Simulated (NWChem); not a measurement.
System meant: Si2SbH6F; SMILES [F][Sb]([SiH3])[SiH3]

The following NWChem deck was run.

```
start job
memory heap 200 mb stack 900 mb global 1100 mb
geometry units angstroms noautoz
  Sb    -0.706963     0.296071     0.000000
  F     -1.264373    -1.609012     0.000000
  Si     1.109732    -0.116512     1.832940
  H      1.955769    -1.312492     1.493770
  H      1.985504     1.106831     1.937179
  H      0.435457    -0.343420     3.158860
  Si     1.109732    -0.116512    -1.832940
  H      1.955769    -1.312492    -1.493770
  H      0.435457    -0.343420    -3.158860
  H      1.985504     1.106831    -1.937179
end
basis spherical
  * library def2-svp
end
dft
  xc xpbe96 cpbe96
  iterations 150
  mulliken
end
task dft energy
```

End of the output:

```
             Grid Information
             ----------------
          Grid used for XC integration:  medium
          Radial quadrature: Mura-Knowles
          Angular quadrature: Lebedev.
          Tag              B.-S. Rad. Rad. Pts. Rad. Cut. Ang. Pts.
          ---              ---------- --------- --------- ---------
          Sb                  1.45      123          10.0       590
          F                   0.50       49          12.0       434
          Si                  1.10       88          12.0       590
          H                   0.35       45          14.0       434
          Grid pruning is: on
          Number of quadrature shells:   395
          Spatial weights used:  Erf1

          Convergence Information
          -----------------------
          Convergence aids based upon iterative change in
          total energy or number of iterations.
          Levelshifting, if invoked, occurs when the
          HOMO/LUMO gap drops below (HL_TOL):  1.00D-02
          DIIS, if invoked, will attempt to extrapolate
          using up to (NFOCK): 10 stored Fock matrices.

                    Damping( 0%)  Levelshifting(0.5)       DIIS
                  --------------- ------------------- ---------------
          dE  on:    start            ASAP                start
          dE off:    2 iters        150 iters           150 iters

      Screening Tolerance Information
      -------------------------------
          Density screening/tol_rho:  1.00D-10
          AO Gaussian exp screening on grid/accAOfunc:  14
          CD Gaussian exp screening on grid/accCDfunc:  20
          XC Gaussian exp screening on grid/accXCfunc:  20
          Schwarz screening/accCoul:  1.00D-08

      Superposition of Atomic Density Guess
      -------------------------------------

      charge =      51.0 Sb (Antinomy)

      symmetry species            s     p     d     f
      number of basis functions =10     7     6
      number of cont. functions = 4     4     2
      number of closed shells   = 5     3     2
      number of open shells     = 0     1     0
      open shell occupation     = 0     3     0
 ------------------------------------------------------------------------
 atomscf:atomd: error in atom scf                   0
 ------------------------------------------------------------------------
 ------------------------------------------------------------------------
  current input line :
    23: task dft energy
 ------------------------------------------------------------------------
 ------------------------------------------------------------------------
 This error has not yet been assigned to a category
 ------------------------------------------------------------------------
 For more information see the NWChem manual at https://nwchemgit.github.io

0:atomscf:atomd: error in atom scf:Received an Error in Communication
```

What is wrong, and how is it mended?

The program stopped with an error. Cause: the def2 basis of a heavy element holds valence functions alone and wants its effective core potential (without it all electrons must fit into that basis). This input runs:
```
start job
memory heap 200 mb stack 900 mb global 1100 mb
geometry units angstroms noautoz
  Sb    -0.706963     0.296071     0.000000
  F     -1.264373    -1.609012     0.000000
  Si     1.109732    -0.116512     1.832940
  H      1.955769    -1.312492     1.493770
  H      1.985504     1.106831     1.937179
  H      0.435457    -0.343420     3.158860
  Si     1.109732    -0.116512    -1.832940
  H      1.955769    -1.312492    -1.493770
  H      0.435457    -0.343420    -3.158860
  H      1.985504     1.106831    -1.937179
end
basis spherical
  * library def2-svp
end
ecp
  Sb library def2-ecp
end
dft
  xc xpbe96 cpbe96
  iterations 150
  mulliken
end
task dft energy
```
It converges to -922.01977 Ha (PBE/def2-SVP with def2 effective core potentials on Sb).
